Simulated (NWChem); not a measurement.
System meant: BiH3O3; SMILES [OH][Bi]([OH])[OH]

Here is an NWChem input.

```
start job
memory heap 200 mb stack 900 mb global 1100 mb
geometry units angstroms noautoz
  Bi     0.024399     0.012934     0.223524
  O      1.633492    -0.408427    -1.037461
  H      1.344049    -1.076030    -1.675738
  O     -1.253049    -1.376828    -0.667237
  H     -1.761510    -0.913695    -1.348445
  O     -0.664672     1.617486    -0.919932
  H     -0.093944     1.692034    -1.698161
end
basis spherical
  Bi library def2-svp
  O library def2-svp
  H library def2-svp
end
ecp
  Bi library def2-ecp
end
dft
  xc b3lyp
  iterations 4
  mulliken
end
task dft energy
```

End of the output:

```
    Atom       Charge   Shell Charges
 -----------   ------   -------------------------------------------------------
    1 Bi  23    22.06   1.48  0.48  1.07  0.72  4.07  1.67  1.37  0.83  9.35  1.03
    2 O    8     8.37   1.97  0.92  0.67  2.68  2.11  0.01
    3 H    1     0.94   0.56  0.20  0.19
    4 O    8     8.37   1.97  0.92  0.67  2.68  2.11  0.01
    5 H    1     0.94   0.56  0.20  0.19
    6 O    8     8.37   1.97  0.92  0.67  2.68  2.11  0.01
    7 H    1     0.94   0.56  0.20  0.19

 center of mass
 --------------
 x =  -0.00027115 y =  -0.00056825 z =   0.12387765

 moments of inertia (a.u.)
 ------------------
         484.686886601994          -0.000000000000          -0.000000000000
          -0.000000000000         483.449768530318          -0.000000000000
          -0.000000000000          -0.000000000000         571.620129257823

     Multipole analysis of the density
     ---------------------------------

     L   x y z        total         alpha         beta         nuclear
     -   - - -        -----         -----         ----         -------
     0   0 0 0      0.000000    -25.000000    -25.000000     50.000000

     1   1 0 0      0.001976     -0.033834     -0.033834      0.069644
     1   0 1 0     -0.001863     -0.076729     -0.076729      0.151595
     1   0 0 1      0.346786     16.666688     16.666688    -32.986590

     2   2 0 0    -37.636986    -94.428022    -94.428022    151.219057
     2   1 1 0      0.018361      0.002194      0.002194      0.013972
     2   1 0 1     -0.028242     -0.023839     -0.023839      0.019436
     2   0 2 0    -37.626835    -94.773390    -94.773390    151.919945
     2   0 1 1     -0.019622     -0.054064     -0.054064      0.088507
     2   0 0 2    -29.032241    -58.917020    -58.917020     88.801798

 ------------------------------------------------------------------------
 dft energy failed                                                                                  0
 ------------------------------------------------------------------------
 ------------------------------------------------------------------------
  current input line :
    25: task dft energy
 ------------------------------------------------------------------------
 ------------------------------------------------------------------------
 This type of error is most commonly associated with calculations not reaching convergence criteria
 ------------------------------------------------------------------------
 For more information see the NWChem manual at https://nwchemgit.github.io

0:dft energy failed:Received an Error in Communication
```

### Question
What is wrong, and how is it mended?

### Answer
Convergence was not reached. Cause: the SCF was allowed too few iterations. This input runs:
```
start job
memory heap 200 mb stack 900 mb global 1100 mb
geometry units angstroms noautoz
  Bi     0.024399     0.012934     0.223524
  O      1.633492    -0.408427    -1.037461
  H      1.344049    -1.076030    -1.675738
  O     -1.253049    -1.376828    -0.667237
  H     -1.761510    -0.913695    -1.348445
  O     -0.664672     1.617486    -0.919932
  H     -0.093944     1.692034    -1.698161
end
basis spherical
  * library def2-svp
end
ecp
  Bi library def2-ecp
end
dft
  xc b3lyp
  iterations 150
  mulliken
end
task dft energy
```
It converges to -442.01873 Ha (B3LYP/def2-SVP with def2 effective core potentials on Bi).
